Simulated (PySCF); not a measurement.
A calculated (UHF, PySCF 2.14, def2-SVP, no relativity, point nucleus) atom or ion has these occupied shells.

```json
{"shell": "1s α", "electrons": "1", "orbital energy (eV)": "-6562.6", "rms radius, mean of both spins (bohr)": "0.0713"}
{"shell": "1s β", "electrons": "1", "orbital energy (eV)": "-6562.5", "rms radius, mean of both spins (bohr)": "0.0713"}
{"shell": "2s α", "electrons": "1", "orbital energy (eV)": "-811.23", "rms radius, mean of both spins (bohr)": "0.305"}
{"shell": "2s β", "electrons": "1", "orbital energy (eV)": "-807.52", "rms radius, mean of both spins (bohr)": "0.305"}
{"shell": "2p α", "electrons": "3", "orbital energy (eV)": "-694.59", "rms radius, mean of both spins (bohr)": "0.274"}
{"shell": "2p β", "electrons": "3", "orbital energy (eV)": "-690.92", "rms radius, mean of both spins (bohr)": "0.274"}
{"shell": "3s α", "electrons": "1", "orbital energy (eV)": "-126.83", "rms radius, mean of both spins (bohr)": "0.925"}
{"shell": "3s β", "electrons": "1", "orbital energy (eV)": "-115.66", "rms radius, mean of both spins (bohr)": "0.925"}
{"shell": "3p α", "electrons": "3", "orbital energy (eV)": "-91.877", "rms radius, mean of both spins (bohr)": "0.991"}
{"shell": "3p β", "electrons": "3", "orbital energy (eV)": "-78.286", "rms radius, mean of both spins (bohr)": "0.991"}
{"shell": "3d α", "electrons": "5", "orbital energy (eV)": "-35.065", "rms radius, mean of both spins (bohr)": "1.24"}
```

Name the element and its charge.

Mn²⁺ (manganese, charge +2), in [Ar] 3d5, high-spin 6S determinant.
